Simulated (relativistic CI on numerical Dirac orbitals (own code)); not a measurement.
## d1 to d9 in one octahedral field

Computed with a parametric ligand-field model without spin-orbit coupling, by exact diagonalisation: B = 910, C = 4170, 10Dq = 8700 cm⁻¹ (Oh; |10Dq|/B = 9.6) for every shell. Energies in cm⁻¹; the field energy is (0.6 n_e − 0.4 n_t2) × 10Dq of the ground term; g labels are left out.

```
Shell  Ground term  Electrons in e  Field energy  First spin-allowed bands  Lowest term of other spin
   d1          2T2           0.000         -3480                   2E 8700                           
   d2          3T1           0.080         -6263       3T2 7581, 3A2 16281                  1T2 14296
   d3          4A2           0.000        -10440       4T2 8700, 4T1 14409                   2E 18576
   d4           5E           1.000         -5220                  5T2 8700                  3T1 14871
   d5          6A1           2.000             0                      none                  4T1 24075
   d6          5T2           2.000         -3480                   5E 8700                  3T1 14221
   d7          4T1           2.080         -6263       4T2 7581, 4A2 16281                   2E 10527
   d8          3A2           2.000        -10440       3T2 8700, 3T1 14409                   1E 15092
   d9           2E           3.000         -5220                  2T2 8700
```

Every shell keeps the spin of the free ion. Only d4 to d7 can choose; the field needed to pair spins is smallest for d6 and largest for d5, which loses most exchange energy. In the strong-field picture 10Dq must exceed about 6B + 5C = 26310 (d4), 7.5B + 5C = 27675 (d5), 2.5B + 4C = 18955 (d6) and 4B + 4C = 20320 (d7); mixing of terms shifts these bounds somewhat. High-spin d^(n+5) repeats the spin-allowed bands of d^n, since the half-filled shell is spherical.
